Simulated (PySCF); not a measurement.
C7H9O (charge +1).
Z-matrix (Å and degrees, GFN2-xTB geometry), rows numbered from 1:
```
C 
O   1  1.4209
C   2  1.3236  1  120.71
C   3  1.4150  2  125.12  1     0.11
C   4  1.3938  3  121.89  2   179.97
C   5  1.3701  4  121.00  3    -0.07
C   6  1.4551  5  120.31  4     0.16
C   3  1.3910  2  116.87  1  -179.83
H   1  1.0882  2  105.24  3   179.86
H   1  1.0925  2  111.31  3   -61.85
H   1  1.0925  2  111.29  3    61.57
H   4  1.0802  3  119.60  2     0.01
H   5  1.0796  4  118.71  3   179.94
H   6  1.0793  5  121.04  4  -179.78
H   7  1.1040  6  109.99  5  -125.97
H   7  1.1040  6  109.99  5   125.69
H   8  1.0806  3  118.58  2     0.14
```

Method: PySCF, TDDFT CAM-B3LYP/def2-SVPD, vertical, gas phase, core orbitals frozen in the response.

Kohn–Sham orbitals with the atoms that hold most of them (Löwdin shares over 4%, at most four atoms; ? is withheld):

| orbital | ε (eV) | atoms |
| --- | --- | --- |
| LUMO+2 | -2.64 | C7 16%, C6 13%, C8 10%, H16 9% |
| LUMO+1 | -4.17 | C5 22%, C6 19%, C3 16%, C8 13% |
| LUMO | ? | ? |
| HOMO | -12.98 | O2 29%, C8 19%, C6 12%, C3 11% |
| HOMO-1 | -15.28 | ? |
| HOMO-2 | -15.43 | O2 43%, C1 19%, H9 8%, C3 7% |
| HOMO-3 | -16.51 | C1 21%, C3 16%, C4 12%, O2 9% |

Give the leading atoms of the HOMO-1.

C5 (bonded to 2 C and H) 27%; C6 (bonded to 2 C and H) 15%; C4 (bonded to 2 C and H) 15%; O2 (bonded to 2 C) 14%. By element: carbon 57% or more, oxygen 14%.

Which atoms hold the LUMO, and with what shares?

C4 (bonded to 2 C and H) 24%; C8 (bonded to 2 C and H) 21%; C6 (bonded to 2 C and H) 17%; C7 (bonded to 2 C and 2 H) 8%.

What is the LUMO energy, and the HOMO–LUMO gap?

ε(LUMO) = -7.26 eV; the gap is 5.73 eV (0.2104 hartree).

The HOMO–LUMO gap is 5.73 eV. Where does the response calculation put the lowest singlet, and from which orbitals?

S1 is at 3.10 eV (f = 0.079), 2.62 eV below the gap, made of HOMO→LUMO (99%). 

Give energy, strength and leading configuration of S1, S2 and S3, and follow the Löwdin shares of the leading atoms from the occupied to the empty orbital.

- S1 (3.10 eV, f 0.079), HOMO→LUMO (99%): O2 29% → at most 8%, C8 19% → 21%, C4 at most 12% → 24%
- S2 (4.89 eV, f 0.0007), HOMO-2→LUMO (83%): O2 43% → at most 8%, C1 19% → at most 8%, C4 at most 8% → 24%, C8 at most 8% → 21%
- S3 (5.09 eV, f 0.040), HOMO-1→LUMO (93%): C5 27% → at most 8%, C6 15% → 17%, C4 15% → 24%, C8 at most 14% → 21%

Löwdin shares depend on the basis, the more so with diffuse functions.

The run took 49 s wall on Arm Neoverse V1, one thread, no GPU (shared host), and the process peaked at 1.1 GiB of memory.

One conformer stands for the species.
